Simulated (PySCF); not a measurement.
Sn(I)2, SMILES [I][Sn][I], B3LYP/def2-SVP optimised geometry.

```
3

Sn    -1.09    -1.36     0.00
I     -1.69     1.36     0.00
I      1.69    -1.36     0.00
```

Density from B3LYP/def2-TZVP, def2 effective core potentials past Kr (PySCF 2.14.0) at that geometry. The core electrons that the potentials of I, Sn replace are not part of the density.

Minimum of the electron density along straight lines between bonded atoms, close to the bond critical point (lines longer than 1.1 times the sum of covalent radii, or with two minima, are not listed):

| bond | length / Å | ρ at the minimum / e bohr⁻³ | ∇²ρ there / e bohr⁻⁵ | position (fraction from the first atom) |
|---|---|---|---|---|
| Sn1–I2 | 2.778 | 0.057 | 0.05 | 0.46 |
| Sn1–I3 | 2.779 | 0.057 | 0.05 | 0.46 |
